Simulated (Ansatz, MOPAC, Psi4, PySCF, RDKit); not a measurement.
Dimer: CH3F (SMILES CF) (first 5 atoms) with CH2O (SMILES C=O); geometry from B3LYP-D3(BJ)/def2-TZVP, rigid monomers moved along the line of their centres of mass till F2···C6 is 3.88 Å.
(charge 0, multiplicity 1):
```xyz
9

C     -0.541    -0.187    -0.151
F     -0.441     1.039     0.513
H     -0.580    -0.980     0.595
H     -1.452    -0.179    -0.749
H      0.334    -0.303    -0.790
C     -0.368     0.184     4.293
O     -0.451    -1.013     4.232
H     -1.262     0.831     4.357
H      0.606     0.706     4.293
```

Counterpoise-corrected where a basis set is named; no monomer relaxation. Rows marked so take none. RDKit's UFF carries no charges.

Correlated levels freeze the cores. Rows in 6-31G* carry no dispersion term and start afresh at each structure (6-31G* with six Cartesian d functions). MP2/6-31G* freezes PySCF's default core. The state reached by PM6 isn't checked.

The values were computed with Ansatz (Gaussian orbitals); MOPAC for PM6 (differences of heats of formation); Psi4 for SAPT; PySCF for 6-31G* rows; RDKit for the force fields. Values without a source in brackets are computed.

```csv
level,interaction energy (kJ/mol)
UFF,-1.7
PM6,-3.9
HF/aug-cc-pVDZ,-5.5
PBE0/def2-TZVPPD,?
wB97X-V/def2-TZVPPD,-5.9
wB97M-V/def2-TZVPPD,-5.8
MP2/6-31G* (no counterpoise),-5.3
CCSD/aug-cc-pVDZ,-5.4
SAPT0/jun-cc-pV(D+d)Z,?
```

### Question
Some entries are withheld; supply them.

### Answer

- PBE0/def2-TZVPPD, interaction energy (kJ/mol): -4.7
- SAPT0/jun-cc-pV(D+d)Z, interaction energy (kJ/mol): -6.9

Ansatz is a program for electronic structure.
